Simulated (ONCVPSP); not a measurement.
**Bi: one change to an ONCV potential, before and after**

ONCVPSP 4.0.1 input, shortened (lines: element, Z, core and valence counts, functional; n l f; lmax; l rc ep ncon nbas qcut; lloc lpopt rc5 dvloc0; l nproj debl; icmod fcfact rcfact), PBE, scalar-relativistic:

```
  Bi 83.00   12    3        4      upf
    1    0    2.00
    2    0    2.00
    2    1    6.00
    3    0    2.00
    3    1    6.00
    3    2   10.00
    4    0    2.00
    4    1    6.00
    4    2   10.00
    4    3   14.00
    5    0    2.00
    5    1    6.00
    5    2   10.00
    6    0    2.00
    6    1    2.00
    2
    0    1.90    0.00    4    7    2.70
    1    2.10    0.00    3    8    4.70
    2    1.35    0.00    3    7    7.50
    4    5    1.05    0.00
    0    2    3.70
    1    1    3.80
    2    2    1.30
    2    0.25    0.70
```

Change: local potential polynomial inside 1.05 bohr (lpopt 5, dvloc0 9 Ha).

Cutoffs: the cutoffs (Ha) at which the residual kinetic energy of the hardest occupied pseudo-wave falls to 1 and 0.1 mHa per electron; they do not see the model core or the augmentation charge, which bear on the density cutoff. Errors are all-electron minus pseudo energies relative to the spin-unpolarised reference configuration.

Task: Predict the effect on cutoff, ghosts and configuration errors.

Result: The potential gets neither clearly harder nor softer (26 Ha and 35 Ha → 26 Ha and 35 Ha); both files keep a bound ghost (p, s); of the 3 tests that both files solve, the error grows in 1 and shrinks in 1 by more than 15 % and 0.3 meV (median size 5.5 → 4.1 meV); the range in which the p phases agree widens (upper end 1.0 → 2.1).

```csv
quantity,base,changed
"cutoff, loose",26 Ha,26 Ha
"cutoff, tight",35 Ha,35 Ha
bound ghosts,"s, p","s, p"
GHOST(+) flags under 300 eV,s at 141.7 eV,none
tests with a reliable result,3 of 4,3 of 4
"error for 5d10 6s2 6p3, meV [ΔE -7.91 eV]",+5.5,+4.1
"error for 5d10 6s2 6p1, meV [ΔE 15.25 eV]",-6.9,-8.2
"error for 5d10 6s2 6p2.5, meV [ΔE -4.82 eV]",+2.8,+2.4
s: phases at 1.93 bohr within 0.05 rad from the reference energy up to (Ha; the scan ends near 5),4.3,4.7
p: phases at 2.13 bohr within 0.05 rad from the reference energy up to (Ha; the scan ends near 5),1.0,2.1
d: phases at 1.37 bohr within 0.05 rad from the reference energy up to (Ha; the scan ends near 5),to the end of the scan,to the end of the scan
"rms error of d²Exc/dni dnj with the model core, mHa",0.91,0.91
```

 A true bound ghost makes a file unfit for plane-wave use even where its test errors are small: the radial tests pick states by their node count and pass the ghost by.
